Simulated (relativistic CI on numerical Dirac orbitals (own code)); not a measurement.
## One change at a time: Tb LXIV

Base calculation: Dirac-Coulomb-Breit CI, separate exchange-only KLI orbitals for each configuration, model QED (radiative potential, 1s self-energy scaled to tabulated hydrogen-like ionisation energies), unscaled Slater integrals.

Configuration list: 1s², 1s2s, 1s2p, 1s3s, 1s3p, 1s3d, 1s4s, 1s4p, 1s4d, 1s4f, 1s5s, 1s5p, 1s5d, 1s5f, 1s5g, 1s6s, 1s6p, 1s6d, 2s². Levels of other configurations are missing.

Variants: (1) P86 correlation estimate; (2) configuration mixing switched off; (3) Breit term removed. Shifts of the energy above 1s² ¹S0, in eV, for the lowest level and the first level of each name with at least 55 % of one term (blank where a level changes its place among those of its configuration and J or its character, or is not in the variant):

```csv
Level,Base,Δ(1),Δ(2),Δ(3)
1s² ¹S0,0.0,0.0,0.0,0.0
1s2s ³S1,44597.7,+2.1,-0.3,+105.4
1s2p ³P°1,44695.5,+1.9,-0.3,+103.8
1s2s ¹S0,44715.7,+2.1,+0.1,+83.7
1s2p ³P°0,44715.9,+1.9,-0.2,+64.0
1s2p ³P°2,45575.4,+1.9,-0.3,+103.0
1s2p ¹P°1,45618.8,+1.9,-0.2,+97.4
1s3s ³S1,53131.0,+2.5,-0.3,+105.3
1s3p ³P°1,53157.4,+2.5,-0.3,+104.9
1s3s ¹S0,53162.5,+2.5,-0.5,+99.1
1s3p ³P°0,53162.8,+2.5,-0.3,+94.4
1s3p ³P°2,53419.2,+2.5,-0.3,+104.8
1s3d ³D2,53428.5,+2.6,-0.3,+106.3
1s3d ³D1,53431.3,+2.6,-0.3,+103.3
1s3p ¹P°1,53431.9,+2.5,-0.3,+102.8
1s3d ³D3,53506.8,+2.6,-0.3,+106.0
1s3d ¹D2,53509.0,+2.6,-0.3,+104.2
1s4s ³S1,56068.7,+3.0,-0.3,+105.3
1s4p ³P°1,56079.4,+3.0,-0.3,+105.1
1s4s ¹S0,56081.5,+3.0,-0.5,+102.7
1s4p ³P°0,56081.5,+3.0,-0.3,+100.9
1s4p ³P°2,56189.2,+3.0,-0.3,+105.1
```

At this charge energies of transitions that change n are usually good to better than 1 %, and those within a shell (Δn = 0) to a few per cent.

Ionisation energy from the two ground configurations alone: base 59737.6 eV; Breit term removed 59843.1 eV. The NIST ASD value (theoretical) is 59741.1 eV.

LS names give the leading component of a level, which can be under half, so a name can repeat, a term be missing and a line seem to break the LS rules.
